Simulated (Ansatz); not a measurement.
`N=[C](S)[SnH3]`. The species carries charge 0 and has multiplicity 1. Sn takes the def2 core potential. Geometry: relaxed with PBE0-D4/def2-TZVP. It is one conformer, not always the lowest.

```xyz
9

N     1.237    1.588   -0.361
C     0.864    0.385   -0.258
S     2.077   -0.843   -0.636
Sn   -1.124   -0.261    0.338
H     0.496    2.247   -0.131
H     1.303   -1.916   -0.407
H    -1.988    1.182    0.626
H    -1.839   -1.168   -0.917
H    -1.026   -1.215    1.747
```

(1) What is the dipole moment at B3LYP/def2-TZVPP? (Best estimate.)

(2) And with PBE, r2SCAN, ωB97M-V? (Estimate.)

(3) Give the Mulliken charges with B3LYP, PBE, ωB97M-V in def2-TZVPP. (Estimate.)

## Answers

(1) Computed: 2.72 D, with components (-2.37, -1.11, 0.71) D in this frame, pointing from negative to positive charge.

(2) Computed: PBE 2.48 D, r2SCAN 2.66 D, ωB97M-V 2.90 D.

(3) Ansatz gave: 
```json
{"atom": "N1", "B3LYP": "-0.23", "PBE": "-0.22", "ωB97M-V": "-0.22"}
{"atom": "C2", "B3LYP": "-0.13", "PBE": "-0.11", "ωB97M-V": "-0.12"}
{"atom": "S3", "B3LYP": "-0.06", "PBE": "-0.08", "ωB97M-V": "-0.05"}
{"atom": "Sn4", "B3LYP": "0.53", "PBE": "0.44", "ωB97M-V": "0.38"}
{"atom": "H5", "B3LYP": "0.15", "PBE": "0.16", "ωB97M-V": "0.13"}
{"atom": "H6", "B3LYP": "0.09", "PBE": "0.11", "ωB97M-V": "0.09"}
{"atom": "H7", "B3LYP": "-0.12", "PBE": "-0.11", "ωB97M-V": "-0.08"}
{"atom": "H8", "B3LYP": "-0.11", "PBE": "-0.10", "ωB97M-V": "-0.07"}
{"atom": "H9", "B3LYP": "-0.11", "PBE": "-0.10", "ωB97M-V": "-0.07"}
```

B3LYP here is the variant with VWN-RPA as its local correlation; programs differ in this.
